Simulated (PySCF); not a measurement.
Compound: CH3F3SeSi.
Geometry (PBE0-D3(BJ)/def2-SVP, Å), atoms numbered from 1 in this order:
```
atom  x, y, z in Å
F1    -1.486    0.414    1.356
C2    -1.170    0.085    0.100
F3    -2.081   -0.805   -0.323
F4    -1.311    1.188   -0.652
Si5    0.614   -0.650   -0.049
Se6    2.158    0.862    0.629
H7     0.704   -1.814    0.873
H8     0.779   -1.056   -1.472
H9     1.852    1.761   -0.497
```

Level of theory: PBE0-D3(BJ)/def2-SVP geometry optimisation, gas phase (PySCF 2.14.0).

Take the most abundant isotopes and a rigid rotor. The values belong to one conformer with, in the numbering `[F:1][C:2]([F:3])([F:4])[SiH2:5][SeH:6]`, C2–Si5–Se6–H -66°.

Q: What are A, B and C (MHz)?

A: Ia = 127.99, Ib = 599.87, Ic = 629.69 u·Å²; 505379 MHz·u·Å²/I gives A = 3949, B = 842.5, C = 802.6 MHz.

Q: Classify the top.

A: A near-prolate asymmetric top; Ray's κ = -0.975.

Q: What does the inertial defect say?

A: Not planar: Δ = Ic − Ia − Ib = -98.17 u·Å². For a rigid frame Δ = −2 Σ m c², so Σ m c² = 49.09 u·Å² lies off the ab plane: 4.79 from hydrogen and 44.29 from heavier atoms. The atom farthest from that plane is 1.31 Å away.

Q: Give the other two planar moments, Paa and Pbb, and the rms extents of the mass along the axes.

A: Paa = Σ m a² = (Ib + Ic − Ia)/2 = 550.78 and Pbb = Σ m b² = (Ia + Ic − Ib)/2 = 78.91 u·Å². With the mass M = 179.91 u, the rms extents √(P/M) along a, b and c are 1.75, 0.66, 0.52 Å.

Q: Which lines would a microwave search look for?

A: The dipole components are |μa| = 1.09 D, |μb| = 1.00 D, |μc| = 0.63 D. The squared components, which scale the intensities, stand as 1.00 : 0.85 : 0.33 (a : b : c). Some of the stronger lines:

```tsv
type	branch	J(Ka,Kc)	MHz	lower level (cm⁻¹)
b	Q	2(1,1) ← 2(0,2)	3186	0.165
b	Q	3(1,2) ← 3(0,3)	3247	0.329
a	R	2(0,2) ← 1(0,1)	3290	0.055
a	R	3(2,2) ← 2(2,1)	4935	0.582
a	R	5(1,5) ← 4(1,4)	8124	0.646
a	R	5(2,3) ← 4(2,2)	8232	0.966
c	Q	3(2,2) ← 3(1,2)	9259	0.437
b	Q	2(2,1) ← 2(1,2)	9438	0.267
c	R	5(1,4) ← 4(0,4)	11654	0.549
c	R	4(2,3) ← 3(1,3)	16078	0.430
c	R	3(3,0) ← 2(2,0)	20565	0.582
b	R	3(3,0) ← 2(2,1)	20565	0.582
c	Q	4(4,1) ← 4(3,1)	21881	1.487
b	Q	4(4,1) ← 4(3,2)	21881	1.487
```

Stationary, but not proved a minimum. No vibrational averaging or centrifugal distortion is included, and the geometry carries the error of its method.

Time: 95 s; peak memory 0.51 GiB. Hardware: Arm Neoverse V1, one thread, on a shared host. These figures are those of the optimisation.
